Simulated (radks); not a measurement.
Initial-state core-level shifts of the samarium ion Sm2+ when its valence configuration changes from [Xe] 4f6. All-electron calculation, non-relativistic Kohn-Sham, PBE, spin-polarised, spherical densities, point nucleus; open shells are filled with parallel spins first (spin-orbit coupling, left out, can overturn this in heavy ions); relativity is left out, which matters for an element this heavy. Program: a radial shooting solver on a logarithmic mesh with Libxc functionals. Shifts are changes of the shell-averaged eigenvalues in eV (positive: less bound); the change of the density at the nucleus, which sets a Mossbauer isomer shift, is in e/bohr^3, on a base of 1.694e+05.

valence,1s,3s,3p,4d,density at nucleus
4f5.5 6p0.5,-5.582,-6.393,-6.374,-5.826,+5.01
4f5 6s1,-10.585,-12.304,-12.265,-11.033,+21.11
4f5.5 6s0.5,-5.106,-5.918,-5.900,-5.349,+9.90
4f4.5 5d1 6s0.5,-13.093,-15.779,-15.716,-13.681,+19.87
4f4 5d1 6s1,-19.053,-22.810,-22.724,-19.759,+32.33
4f4.5 6s1 6p0.5,-16.846,-19.561,-19.501,-17.452,+27.93
4f4 5d1 6s0.5 6p0.5,-19.505,-23.265,-23.179,-20.213,+26.54
4f4 6s1 6p1,-23.385,-27.181,-27.098,-24.092,+35.27
4f3.5 5d1 6s1 6p0.5,-25.743,-30.653,-30.543,-26.510,+39.84
